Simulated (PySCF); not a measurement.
## Calculated NMR parameters of CH2=CFCOOEt

| Item | Value |
| --- | --- |
| Formula | C5H7FO2 |
| SMILES | C=C(F)C(=O)OCC |
| InChI | InChI=1S/C5H7FO2/c1-3-8-5(7)4(2)6/h2-3H2,1H3 |
| Point group of the computed structure | C1 |
| Degrees of unsaturation | 2 |
| Carbon signals | 5 |
| Proton signals | 4 |

Atoms are numbered as in `[CH2:1]=[C:2]([F:3])[C:4](=[O:5])[O:6][CH2:7][CH3:8]`. Each H is labelled by its parent atom. Ha(C1) is cis to F3; Hb(C1) is trans to F3.

- GIAO B97-2/pcSseg-2 shieldings
- PBE0-D3(BJ)/def2-TZVP structure
- run in PySCF
- single conformer, one averaged value for each set of equivalent atoms, no relativistic terms, no solvent

Chemical shifts δ = σref − σ; $^{1}$H (σref 31.64) and $^{13}$C (σref 185.38) against TMS; $^{19}$F (σref 175.98) against CFCl3; H2O for $^{17}$O (σref 327.66), all at this level.

| carbon | δC, type | δH (multiplicity) | HMBC from (2–3 bonds) | span of the C tensor (ppm) |
| --- | --- | --- | --- | --- |
| C1 | 109.3, CH2 | Hb(C1) 6.11 (m); Ha(C1) 5.32 (m) | – | 199 |
| C2 | 166.0, C | – | Hb(C1), Ha(C1) | 153 |
| C4 | 168.0, C | – | Hb(C1), Ha(C1), H(C7) | 145 |
| C7 | 66.1, CH2 | 4.11 (q) | H(C8) | 62 |
| C8 | 15.9, CH3 | 1.34 (t) | H(C7) | 27 |

Other nuclei:
```csv
atoms,nucleus,environment,δ (ppm),σ (ppm)
F3,$^{19}$F,vinylic fluorine,-120.4,296.4
O5,$^{17}$O,ester carbonyl oxygen,392.6,-64.9
O6,$^{17}$O,ester alkoxy oxygen,208.5,119.1
```

- Carbon types of the structure: 2 × C, 2 × CH2, 1 × CH3, which accounts for all hydrogens.
- δC 168.0: ester carbonyl carbon; it is a carbonyl in resonance with an O or N lone pair, the region of acids, esters and amides.
- δC 166.0: α carbon of a C=C–C=O unit.
- δC 109.3: β carbon of a C=C–C=O unit.
- δC 66.1: sp3 CH2 bonded to O; the inductive effect lowers its shielding.
- δC 15.9: methyl carbon; aliphatic region, no heteroatom directly attached.

Splittings by $^{19}$F in the carbon and heteronuclear signals aren't shown, as no couplings were computed. Shifts are as computed. Against solution values, carbons near 30 ppm lie about +3 ppm off and those near 130 ppm about +7 ppm. Of 1211 compounds with measured shifts, 218 miss one by over three times the rms of a fit or turn the order of signals round; such compounds aren't used in these exercises. Unscaled 19F shifts against computed CFCl3 carry errors that often reach 10 to 50 ppm. Unscaled 17O shifts of doubly bonded oxygen tend to come out too high, by tens of ppm or more. Experimental scales use liquid or dissolved standards, which lie at an offset from isolated H2O (liquid H2O: subtract about 36 ppm). No couplings were computed; multiplicities are counted from neighbouring protons, with m where these are inequivalent, close in shift, in a saturated or five-membered ring or joined by F or P, and br s for small geminal =CH2 splittings.
